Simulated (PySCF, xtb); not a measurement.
CH5FOSi2, SMILES F[Si@H]1CO[SiH2]1.

xtb 6.7.1 with GFN2-xTB at its own geometry gives an orbital gap of 3.83 eV and a dipole moment of 1.80 D.

The structure is a stationary point at B3LYP-D3(BJ)/def2-SVP. The structure was generated by enumeration; whether it is a known compound was not checked.

Q: What does PBE/def2-TZVP (PySCF) give? (An estimate is asked for; the answer gives what the named calculation found.)

A: gap 4.96 eV (levels -6.59 and -1.64 eV), dipole 0.78 D.
